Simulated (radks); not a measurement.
The silicon ion Si2+ inside a hard spherical wall (all orbitals vanish at R), configuration held at [Ne] 3s2 and not refilled when levels cross. Calculated with a radial shooting solver on a logarithmic mesh with Libxc functionals: scalar-relativistic Kohn-Sham, PBE, spin-polarised, spherical densities, finite nucleus; Fermi nuclear charge, rms radius 3.1224 fm. Eigenvalues in eV for spin up, with the zero of energy where the potential of the charges vanishes at infinity; a dash marks a level that is unbound or too diffuse for the functional's potential to be trusted. A positive occupied level is held by the wall or, in an anion where self-interaction has pushed it up, behind a barrier. The pressure on the wall is -dE/dV.

\begin{tabular}{lrrrrrrrrr}
R (bohr) & E (hartree) & kinetic (hartree) & e(1s) & e(2s) & e(2p) & e(3s) & e(3p, empty) & e(3d, empty) & pressure (GPa) \\ \hline
free & -288.96448 & 289.723 & -1807.8 & -160.80 & -116.91 & -28.536 & -20.504 & -10.699 & 0 \\
20 & -288.96448 & 289.723 & -1807.8 & -160.80 & -116.91 & -28.536 & -20.504 & -10.699 & < 0.0001 \\
12 & -288.96448 & 289.723 & -1807.8 & -160.80 & -116.91 & -28.536 & -20.504 & -10.699 & < 0.0001 \\
10 & -288.96448 & 289.723 & -1807.8 & -160.80 & -116.91 & -28.536 & -20.504 & -10.696 & < 0.0001 \\
8 & -288.96447 & 289.723 & -1807.8 & -160.80 & -116.91 & -28.536 & -20.503 & -10.656 & 0.000429 \\
7 & -288.96442 & 289.723 & -1807.8 & -160.80 & -116.91 & -28.533 & -20.495 & -10.555 & 0.00656 \\
6 & -288.96386 & 289.731 & -1807.8 & -160.77 & -116.87 & -28.509 & -20.439 & -10.241 & 0.0945 \\
5 & -288.95843 & 289.783 & -1807.6 & -160.56 & -116.67 & -28.330 & -20.109 & -9.286 & 1.25 \\
4 & -288.91410 & 290.081 & -1806.4 & -159.55 & -115.65 & -27.250 & -18.450 & -6.380 & 15.0 \\
3.5 & -288.82709 & 290.532 & -1804.9 & -158.25 & -114.34 & -25.480 & -16.029 & -3.086 & 51.9 \\
\end{tabular}
